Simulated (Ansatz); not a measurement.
Cost and result up the ladder for the cluster Mo2P2 (4 atoms). Charge 0, multiplicity 1. Geometry: r2SCAN-D4/def2-SVP.

```tsv
atom	x (Å)	y (Å)	z (Å)
Mo1	-1.147	0.556	0.172
Mo2	-0.745	-0.654	-1.442
P3	0.647	0.143	1.645
P4	1.245	-0.045	-0.375
```

Ansatz on 4 threads of Arm Neoverse V2 on a shared host. Times are rough, and most runs start from the orbitals of an earlier one. No level here is sound enough to serve as a yardstick. Binding counts from free atoms at the same level (Mo septet, P quartet; other spins of the atoms weren't run), without zero-point energy or a counterpoise term.

In the def2 sets Mo takes a core potential; there is no spin–orbit coupling. No other spin state of charge 0 was run. Another isomer (triplet) lies 1.16 eV lower at PBE0-D4/def2-TZVP; other spin states weren't run for this one.

Run but left out: CCSD(T)/def2-TZVPP (restricted singlet, unstable towards broken spin symmetry).

| level | functions | wall time |
| --- | --- | --- |
| PBE-D4/def2-TZVP (with forces) | 154 | 2.5 s |
| PBE0-D4/def2-TZVP | 154 | 4 s |
| r2SCAN-D4/def2-TZVP | 154 | 5.5 s |
| B97M-V/def2-TZVP | 154 | 9 s |
| ωB97M-V/def2-TZVP | 154 | 37 s |

Estimate what each level gives for the binding energy per atom (eV).


| level | binding energy per atom (eV) | remarks |
| --- | --- | --- |
| PBE-D4/def2-TZVP (with forces) | 2.87 | restricted SCF unstable in HF |
| PBE0-D4/def2-TZVP | 2.14 | restricted SCF unstable in HF |
| r2SCAN-D4/def2-TZVP | 2.21 | restricted SCF unstable in HF |
| B97M-V/def2-TZVP | 2.22 | restricted SCF unstable in HF |
| ωB97M-V/def2-TZVP | 2.00 | restricted SCF unstable in HF |
